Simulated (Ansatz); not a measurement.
Isolated molecules relaxed with PBE0-D4/def2-TZVP in Ansatz; ΔE leaves out vibrations. CBS: MP2 limit from def2 TZ/QZ plus the TZ coupled-cluster correction, frozen cores. This one scheme is used for every species. DFT in def2-TZVPP. B3LYP here is the variant with VWN-RPA as its local correlation; programs differ in this. Each species was taken in one conformer, which may not be the lowest.

Consider the ligand exchange at a B–O bond: `BO[Si](C)(O)O` + `BN` → `BNB` + `C[Si](O)(O)O`.

| level | ΔE (kcal/mol) | difference from CCSD(T)/CBS |
| --- | --- | --- |
| PBE0-D4 | 8.1 | 0.2 |
| B3LYP-D4 | 9.2 | 1.3 |
| ωB97M-V | 8.4 | 0.5 |
| r2SCAN | 8.6 | 0.7 |
| PBE0 | 7.7 | -0.2 |
| CCSD(T)/def2-TZVPP | 8.2 | 0.3 |
| MP2/def2-QZVPP | 7.6 | -0.3 |
| SCS-MP2/def2-QZVPP | 7.8 | -0.1 |
| MP2/CBS(def2) | 7.3 | -0.6 |
| CCSD/CBS(def2) | 7.7 | -0.2 |
| CCSD(T)/CBS | 7.9 | 0 |

Largest T1 diagnostic among the species: 0.012.
